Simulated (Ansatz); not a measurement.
`C#[C][In]([CH3])[CH3]` at its PBE0-D4/def2-TZVP geometry, where that method's forces vanish. Charge 0, multiplicity 1. In: def2 effective core potential.

```xyz
12

C     0.3951   -2.8099    1.4625
C     0.2441   -1.7437    0.9078
In   -0.0177    0.1199   -0.0615
C     1.4435    1.6156    0.4165
C    -1.7042    0.2391   -1.3814
H     0.5265   -3.7488    1.9509
H     1.3829    1.8502    1.4813
H     1.2971    2.5300   -0.1575
H     2.4428    1.2232    0.2195
H    -2.6066   -0.0615   -0.8460
H    -1.5624   -0.4572   -2.2106
H    -1.8410    1.2432   -1.7814
```

(1) What forces (eV/Å) does r2SCAN-D4/def2-TZVPP give on these atoms in Ansatz? (An estimate is asked.)

Results:

(1) The calculation gave: 
```
C1   0.045 -0.344  0.179
C2  -0.037  0.276 -0.143
In3  0.001  0.004 -0.005
C4   0.053  0.052  0.018
C5  -0.063  0.004 -0.044
H6  -0.004  0.042 -0.022
H7   0.003 -0.008 -0.019
H8   0.002 -0.021  0.013
H9  -0.020  0.005  0.006
H10  0.017  0.002 -0.010
H11 -0.001  0.009  0.018
H12  0.004 -0.022  0.008
```
